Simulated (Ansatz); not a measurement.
H3NSZn (`[NH2][Zn][SH]`), 6 atoms. Total charge 0; spin multiplicity 1. For Zn the d shell is correlated and the shells below it are frozen. Scalar relativity is left out up to krypton. All runs use 4 threads of an Arm Neoverse V2 on a shared host. Correlated methods freeze the cores. Open-shell runs search over several starts.

(1) How many basis functions does each run have, and how long does it take in Ansatz? RKS r2SCAN0-D4/def2-TZVPP energy; RKS ωB97M-V/def2-SVP energy; UKS B2PLYP (frozen core with 3s3p of Cu, Zn)/def2-TZVPP energy of the cation; UKS PBE0-D4/def2-TZVPP energy of the cation; UHF-MP2 with 3s3p of Cu, Zn/def2-QZVPP energy of the cation; UHF-CCSD(T) with 3s3p of Cu, Zn/def2-TZVPP energy of the cation; direct RPA on PBE orbitals with 3s3p of Cu, Zn/def2-TZVPP energy; RKS ωB97M-V/def2-QZVPP energy; RKS PBE0-D4/def2-QZVPP energy; RKS ωB97M-V/def2-TZVPP energy and forces; RHF-CCSD(T) with 3s3p of Cu, Zn/def2-TZVPP energy; UKS ωB97X-V/def2-TZVPP energy of the cation. (Estimate.)

Results:

(1) Computed: Other jobs shared the machine, so times are rough.

```json
{"level": "direct RPA on PBE orbitals with 3s3p of Cu, Zn/def2-TZVPP", "job": "energy", "functions": "179", "wall time": "2 s", "peak host memory (GiB)": "0.31"}
{"level": "RKS ωB97M-V/def2-SVP", "job": "energy", "functions": "78", "wall time": "2.7 s", "peak host memory (GiB)": "0.22"}
{"level": "RKS r2SCAN0-D4/def2-TZVPP", "job": "energy", "functions": "179", "wall time": "2.7 s", "peak host memory (GiB)": "0.41"}
{"level": "RKS PBE0-D4/def2-QZVPP", "job": "energy", "functions": "317", "wall time": "3.5 s", "peak host memory (GiB)": "0.86"}
{"level": "RKS ωB97M-V/def2-TZVPP", "job": "energy and forces", "functions": "179", "wall time": "5.5 s", "peak host memory (GiB)": "0.53"}
{"level": "UKS PBE0-D4/def2-TZVPP", "job": "energy of the cation", "functions": "179", "wall time": "7 s", "peak host memory (GiB)": "0.56"}
{"level": "RKS ωB97M-V/def2-QZVPP", "job": "energy", "functions": "317", "wall time": "8.5 s", "peak host memory (GiB)": "1"}
{"level": "UKS B2PLYP (frozen core with 3s3p of Cu, Zn)/def2-TZVPP", "job": "energy of the cation", "functions": "179", "wall time": "12 s", "peak host memory (GiB)": "0.52"}
{"level": "RHF-CCSD(T) with 3s3p of Cu, Zn/def2-TZVPP", "job": "energy", "functions": "179", "wall time": "22 s", "peak host memory (GiB)": "1.6"}
{"level": "UKS ωB97X-V/def2-TZVPP", "job": "energy of the cation", "functions": "179", "wall time": "29 s", "peak host memory (GiB)": "0.95"}
{"level": "UHF-MP2 with 3s3p of Cu, Zn/def2-QZVPP", "job": "energy of the cation", "functions": "317", "wall time": "34 s", "peak host memory (GiB)": "1.3"}
{"level": "UHF-CCSD(T) with 3s3p of Cu, Zn/def2-TZVPP", "job": "energy of the cation", "functions": "179", "wall time": "100 s", "peak host memory (GiB)": "4"}
```
